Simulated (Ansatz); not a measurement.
Program: Ansatz. Geometries: PBE0-D4/def2-TZVP. ΔE: electronic, gas phase. CCSD(T)/CBS is the MP2 limit (def2-TZVPP, def2-QZVPP) plus CCSD(T) − MP2 in def2-TZVPP, frozen cores. Functionals use def2-TZVPP. B3LYP here is the variant with VWN-RPA as its local correlation; programs differ in this. Elements past krypton have def2 core potentials. For Br, Sn outer-core shells are correlated without core-valence functions, which leaves a few kJ/mol of doubt a bond. Scalar relativity is left out up to krypton. Each species was taken in one conformer, which may not be the lowest.

Consider the redistribution: `[OH][SnH]([OH])[Br]` + `O[SiH](O)[SiH](Cl)Cl` → `[OH][Sn]([OH])([OH])[Br]` + `O[SiH2][SiH](Cl)Cl`.

`[OH][SnH]([OH])[Br]`:

```xyz
7

O     1.207   -0.669    0.953
Sn   -0.003   -0.185   -0.497
O    -0.103    1.754   -0.539
Br   -2.196   -1.129    0.150
H     0.780   -1.213    1.620
H     0.512   -0.706   -2.019
H    -0.197    2.148    0.332
```

`O[SiH](O)[SiH](Cl)Cl`:

Z-matrix (Å, degrees):
```
Si
O 1 1.642
Si 1 2.346 2 103.2
O 1 1.639 2 114.4 3 117.8
H 1 1.482 2 111.6 3 -123.7
H 2 0.959 1 118.9 3 177.2
Cl 3 2.065 1 105.4 2 85.9
Cl 3 2.053 1 109.9 2 -157.0
H 3 1.480 1 118.2 2 -33.5
H 4 0.960 1 117.2 2 -72.2
```

`[OH][Sn]([OH])([OH])[Br]`:

Z-matrix (Å, degrees):
```
Sn
O 1 1.941
O 1 1.935 2 105.1
O 1 1.942 2 107.8 3 120.3
Br 1 2.452 2 114.2 3 -119.8
H 2 0.962 1 112.9 3 -149.1
H 3 0.962 1 111.3 2 3.7
H 4 0.961 1 112.8 2 139.1
```

`O[SiH2][SiH](Cl)Cl`:

Cartesian coordinates in Å:
```
O -0.228 -0.039 2.077
Si -0.743 -0.555 0.599
Si 0.763 0.149 -1.055
Cl -0.095 -0.030 -2.911
Cl 1.145 2.139 -0.662
H -0.033 0.895 2.172
H -0.815 -2.034 0.669
H -2.074 0.001 0.228
H 2.080 -0.527 -1.116
```

```csv
level,ΔE (kJ/mol),difference from CCSD(T)/CBS
PBE-D4,85.0,-1.2
r2SCAN-D4,89.9,3.7
B3LYP-D4,91.4,5.2
ωB97X-V,90.1,3.9
B2PLYP,89.3,3.1
PBE,84.3,-1.9
r2SCAN,89.6,3.4
PBE0,90.5,4.3
B3LYP,90.2,4.0
HF/def2-TZVPP,96.8,10.6
CCSD/def2-TZVPP,91.1,4.9
HF/def2-QZVPP,95.9,9.7
SCS-MP2/def2-QZVPP,86.2,0.0
HF/CBS(def2),95.7,9.5
MP2/CBS(def2),86.9,0.7
CCSD/CBS(def2),88.7,2.5
CCSD(T)/CBS,86.2,0
```

Largest T1 diagnostic among the species: 0.013.

From PBE to PBE0 (25 % exact exchange), in def2-TZVPP and without D4, ΔE moves by +6.2 kJ/mol. In def2-TZVPP, CCSD(T) changes the Hartree–Fock value by −8.1 kJ/mol (the triples alone add −2.5 kJ/mol) and MP2 by −7.5 kJ/mol.
